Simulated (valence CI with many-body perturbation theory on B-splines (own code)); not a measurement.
Bi LXIX: calculated level list

Method: configuration interaction combined with many-body perturbation theory (CI+MBPT): five valence electrons over a frozen Dirac-Fock core [Ne], a basis of 11 s, 11 p, 10 d, 8 f, 5 g, 2 h functions for each j, with the one-electron correlation potential Σ1 (screened to all orders), the two-electron term Σ2, the three-electron term Σ3, Breit, model QED; selected single and double excitations, second order for the rest, scaled by the run's own slope (own B-spline code, finite nucleus).

The last digits are not significant, and no measured levels were compared; by estimate large intervals hold to a few tenths of a per cent, small ones and those within an open d or f shell to about a per cent. Among the levels kept, up to 3300 cm⁻¹ of a level comes from second order outside the variational space, and about a tenth of that is noise between levels of different J, which matters for small intervals.

Levels 136 to 170 of 170, with energies above the lowest level, (3s^2 3p1/2^2 3p3/2) J=3/2. "Leading %" is the weight of the configuration and term that name the level; weights of strongly mixed levels are sums over their largest components and can fall short. In the jj column 3d3/2^4 stands for four electrons in 3d with j = 3/2. Lifetimes count E1, E2, E3, M1 and M2 decay at the calculated energies, and are blank where another channel may lead or the interval is too uncertain; long ones can be off by a factor of two.

| No. | Configuration | Term | J | E (eV) | Leading % | g | Lifetime | Leading jj |
| --- | --- | --- | --- | --- | --- | --- | --- | --- |
| 136 | 3p4.3d | 4D | 3/2 | 1917.4 | 13 | 0.976 | 945 fs | 3s 3p1/2 3p3/2 3d3/2^2 (60 %) |
| 137 | 3s2.3p.3d2 | 4G° | 9/2 | 1922.4 | 48 | 1.159 | 93.8 fs | 3s^2 3p3/2 3d3/2 3d5/2 (75 %) |
| 138 | 3s2.3p.3d2 | 2H° | 11/2 | 1928.4 | 66 | 1.135 | 201 fs | 3s^2 3p3/2 3d3/2 3d5/2 (95 %) |
| 139 | 3s2.3p.3d2 | 4F° | 7/2 | 1930.5 | 29 | 1.206 | 79.7 fs | 3s^2 3p3/2 3d3/2 3d5/2 (72 %) |
| 140 | 3s.3p2.3d2 | 6F | 1/2 | 1931.5 | 43 | 0.184 | 714 fs | 3s 3p1/2 3p3/2 3d3/2^2 (83 %) |
| 141 | 3s.3p2.3d2 | 6G | 5/2 | 1933.8 | 19 | 1.039 | 728 fs | 3s 3p1/2 3p3/2 3d3/2^2 (72 %) |
| 142 | 3s2.3p.3d2 | 4D° | 5/2 | 1938.0 | 41 | 1.370 | 102 fs | 3s^2 3p3/2 3d3/2 3d5/2 (84 %) |
| 143 | 3s2.3p.3d2 | 2G° | 7/2 | 1939.1 | 38 | 1.094 | 147 fs | 3s^2 3p3/2 3d3/2 3d5/2 (93 %) |
| 144 | 3s2.3p.3d2 | 2F° | 5/2 | 1939.5 | 22 | 1.110 | 109 fs | 3s^2 3p3/2 3d3/2 3d5/2 (81 %) |
| 145 | 3s2.3p.3d2 | 4D° | 3/2 | 1940.8 | 32 | 1.111 | 89.5 fs | 3s^2 3p3/2 3d3/2 3d5/2 (77 %) |
| 146 | 3s2.3p.3d2 | 2S° | 1/2 | 1946.9 | 27 | 1.598 | 73.8 fs | 3s^2 3p3/2 3d3/2 3d5/2 (69 %) |
| 147 | 3p4.3d | 2F | 7/2 | 1949.4 | 15 | 1.064 | 182 fs | 3s 3p1/2 3p3/2 3d3/2^2 (52 %) |
| 148 | 3s.3p2.3d2 | 6F | 3/2 | 1950.6 | 19 | 0.960 | 210 fs | 3s 3p1/2 3p3/2 3d3/2^2 (57 %) |
| 149 | 3s.3p2.3d2 | 6G | 7/2 | 1953.4 | 13 | 1.066 | 441 fs | 3s 3p1/2 3p3/2 3d3/2^2 (62 %) |
| 150 | 3p4.3d | 4P | 1/2 | 1954.2 | 33 | 1.238 | 202 fs | 3p1/2^2 3p3/2^2 3d3/2 (64 %) |
| 151 | 3p4.3d | 4D | 5/2 | 1958.0 | 22 | 1.082 | 139 fs | 3p1/2^2 3p3/2^2 3d3/2 (60 %) |
| 152 | 3s2.3p.3d2 | 2G° | 7/2 | 1959.6 | 35 | 1.112 | 101 fs | 3s^2 3p3/2 3d3/2 3d5/2 (84 %) |
| 153 | 3s2.3p.3d2 | 2G° | 9/2 | 1965.7 | 67 | 1.077 | 119 fs | 3s^2 3p3/2 3d3/2 3d5/2 (90 %) |
| 154 | 3s2.3p.3d2 | 4D° | 5/2 | 1966.5 | 26 | 1.180 | 81.2 fs | 3s^2 3p3/2 3d3/2 3d5/2 (76 %) |
| 155 | 3s.3p2.3d2 | 2G | 9/2 | 1966.6 | 25 | 1.109 | 668 fs | 3s 3p1/2 3p3/2 3d3/2^2 (96 %) |
| 156 | 3s2.3p.3d2 | 2D° | 3/2 | 1971.2 | 50 | 0.927 | 117 fs | 3s^2 3p3/2 3d3/2 3d5/2 (88 %) |
| 157 | 3p4.3d | 2D | 3/2 | 1971.4 | 40 | 0.888 | 193 fs | 3p1/2^2 3p3/2^2 3d3/2 (65 %) |
| 158 | 3s2.3p.3d2 | 4S° | 3/2 | 1974.6 | 29 | 1.389 | 72.4 fs | 3s^2 3p3/2 3d3/2 3d5/2 (73 %) |
| 159 | 3s2.3p.3d2 | 2F° | 5/2 | 1980.3 | 65 | 0.937 | 116 fs | 3s^2 3p3/2 3d3/2 3d5/2 (88 %) |
| 160 | 3s2.3p.3d2 | 2P° | 1/2 | 1981.2 | 72 | 0.645 | 133 fs | 3s^2 3p3/2 3d3/2 3d5/2 (93 %) |
| 161 | 3s.3p2.3d2 | 4F | 3/2 | 1992.4 | 23 | 1.150 | 142 fs | 3s 3p1/2 3p3/2 3d3/2^2 (87 %) |
| 162 | 3s.3p2.3d2 | 4G | 5/2 | 1995.6 | 25 | 0.985 | 110 fs | 3s 3p1/2 3p3/2 3d3/2^2 (96 %) |
| 163 | 3s.3p2.3d2 | 4P | 3/2 | 1996.5 | 12 | 1.297 | 104 fs | 3s 3p1/2 3p3/2 3d3/2^2 (71 %) |
| 164 | 3s.3p2.3d2 | 2G | 7/2 | 2002.1 | 28 | 0.932 | 118 fs | 3s 3p1/2 3p3/2 3d3/2^2 (96 %) |
| 165 | 3s.3p2.3d2 | 4G | 5/2 | 2002.9 | 24 | 1.106 | 106 fs | 3s 3p1/2 3p3/2 3d3/2^2 (94 %) |
| 166 | 3s.3p2.3d2 | 4D | 3/2 | 2004.0 | 25 | 1.245 | 95.1 fs | 3s 3p1/2 3p3/2 3d3/2^2 (93 %) |
| 167 | 3s.3p2.3d2 | 4P | 1/2 | 2008.8 | 34 | 2.021 | 71.2 fs | 3s 3p1/2 3p3/2 3d3/2^2 (86 %) |
| 168 | 3s.3p2.3d2 | 4F | 7/2 | 2011.1 | 19 | 1.194 | 74.1 fs | 3s 3p1/2 3p3/2 3d3/2^2 (80 %) |
| 169 | 3s.3p2.3d2 | 4P | 5/2 | 2012.7 | 22 | 1.351 | 152 fs | 3s 3p1/2 3p3/2 3d3/2^2 (94 %) |
| 170 | 3s.3p2.3d2 | 2D | 3/2 | 2034.1 | 13 | 0.925 | 78.6 fs | 3s 3p1/2 3p3/2 3d3/2^2 (67 %) |

Where two levels of one J and parity lie close, their mixing, g and order are uncertain.
